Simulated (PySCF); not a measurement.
**Working out the excitation energy of C**

C [He] 2s2 2p2 (3P) → C [He] 2s1 2p3 (5S). Calculation: PySCF 2.14, in x2c-TZVPPall with one added diffuse shell each of s, p, d type (6s4p3d1f, 40 functions); scalar relativity by spin-free X2C-1e. Frozen: nothing. Energies in hartree (1 hartree = 27.21139 eV):

```tsv
part	C (lower)	C (upper)
UHF	-37.707504	-37.612553
MP2 opposite-spin	-0.069256	-0.015438
MP2 same-spin	-0.013436	-0.027625
```

Problem. What does Hartree-Fock give?

Solution. (-37.612553) − (-37.707504) = 0.094951 hartree = 2.584 eV.

Problem. What do MP2 and SCS-MP2 (6/5 opposite-spin, 1/3 same-spin) give?

Solution. The opposite-spin parts differ by 1.464 eV and the same-spin parts by -0.386 eV. MP2: 2.584 + (1.464) + (-0.386) = 3.662 eV. SCS-MP2: 2.584 + 1.2 × (1.464) + (-0.386)/3 = 4.212 eV.

Measured between the centres of the two terms (NIST): 4.179 eV, so MP2 (valence and next inner shell) is off by -0.517 eV.

What remains against the reference includes basis incompleteness and correlation beyond second order.
